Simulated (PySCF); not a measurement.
## One elementary step

Start structure (GeH$_{5}$O$_{2}$F, closed shell), relaxed at PBE0-D4/def2-TZVP:

```
9
angstrom
Ge -0.5531 -1.3446 -0.2735
F 0.7861 -0.8142 0.7424
H -0.6758 -2.8413 0.0453
H -1.7754 -0.5419 0.1664
H -0.1194 -1.0953 -1.7187
H 0.9221 1.0347 0.9262
O 0.6972 1.9477 0.6809
O 0.0241 1.7217 -0.5551
H 0.6726 2.0491 -1.1897
```

The step: GeH₃F ([F][GeH3]) + H₂O₂ ([OH][OH]) → GeH₄O₂ ([OH][O][GeH3]) + HF; bonds formed: Ge1–O7, F2–H6; bonds broken: Ge1–F2, H6–O7. Computed with PySCF 2.14 with density fitting (its default auxiliary sets; JK sets also for MP2 and CCSD(T)) (basis: def2-TZVPP and def2-QZVPP); correlated methods freeze the cores. Filled d shells of the heavier atoms are correlated. The def2 sets are not built for correlating such inner shells, so the correlated values are less sure here. Extrapolation: Hartree–Fock as exp(−7.88 √X), correlation as X^−2.97. Energies below are by CCSD(T) at an estimated basis limit (MP2 extrapolated from triple and quadruple zeta, plus CCSD(T) − MP2 in triple zeta).

**Question.** What are the electronic barrier and the energy of the step, from the start structure to the end structure? (Judge from chemistry; the value comes from the calculation.)

**Answer.** Computed: Barrier 1.281 eV; step energy 0.204 eV (uphill); reverse barrier, their difference, 1.077 eV. Barrier and step energy count from the start structure, the reverse barrier from the end structure.

The saddle point: One imaginary mode of 416i cm⁻¹.
| pair | start (Å) | saddle (Å) | end (Å) |
| --- | --- | --- | --- |
| Ge1–O7 | 3.65 | 2.06 | 1.83 |
| F2–H6 | 1.86 | 1.29 | 0.94 |
| Ge1–F2 | 1.76 | 2.07 | 3.66 |
| H6–O7 | 0.97 | 1.09 | 1.66 |

Zero-point energy (harmonic, PBE0-D4): ZPE is 1.486 eV at the start and 1.416 eV at the saddle, so the barrier goes from 1.281 to 1.211 eV.

The T1 diagnostic stays at or below 0.014.

Labels in which every atom is bracketed show which atoms are joined, not bond orders.

For scale, one of the runs: CCSD(T)/def2-TZVPP, 211 basis functions, launched by `OMP_NUM_THREADS=4 python run.py`. Hardware: 4 CPU threads of an Arm Neoverse V1, shared host. Wall time 19 min; peak host memory 4.2 GiB.
